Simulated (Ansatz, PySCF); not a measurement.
Molecule: CHBFO, charge 0, multiplicity 2. It need not be the lowest isomer of its formula. SMILES: O=C[B]F
Structure (B3LYP-D3(BJ)/def2-TZVP (Ansatz, a program for electronic structure) minimum search):
```xyz
5

O     -1.2974     0.9544     0.3582
C     -0.8690     0.0703    -0.3686
B      0.6726    -0.1463    -0.4526
F      1.5300    -0.7607     0.2965
H     -1.5398    -0.4790    -1.0594
```
Charge 0, spin multiplicity 2.

Property: atomisation energy (electronic, to ground-state atoms), in kcal/mol. Valence correlation only, unless marked. UHF or UKS for open shells. Spin-orbit coupling is left out. No relativistic terms. The coupled-cluster limit lacks core correlation, which all-electron functionals hold. CBS marks a two-point X^-3 extrapolation of the correlation energy; Hartree-Fock from the larger set. [CCSD(T)-MP2]/basis is that difference in the basis named.

The UHF reference is spin-contaminated (<S^2> 0.12 over the pure value in the largest basis). 

```csv
level,program,atomisation energy (kcal/mol)
SVWN5/def2-TZVPD,Ansatz,593.8
BLYP-D3(BJ)/def2-TZVPD,Ansatz + dftd3,…
TPSS/def2-TZVPD,PySCF,498.9
HSE06-D4/def2-TZVPD,Ansatz + dftd4,501.6
"RI-MP2/CBS(cc-pVTZ,cc-pVQZ)+[CCSD(T)-MP2]/cc-pVTZ",Ansatz,…
```

Q: Complete the blanks.

A: 
- BLYP-D3(BJ)/def2-TZVPD, atomisation energy (kcal/mol): 506.9
- RI-MP2/CBS(cc-pVTZ,cc-pVQZ)+[CCSD(T)-MP2]/cc-pVTZ, atomisation energy (kcal/mol): 490.9
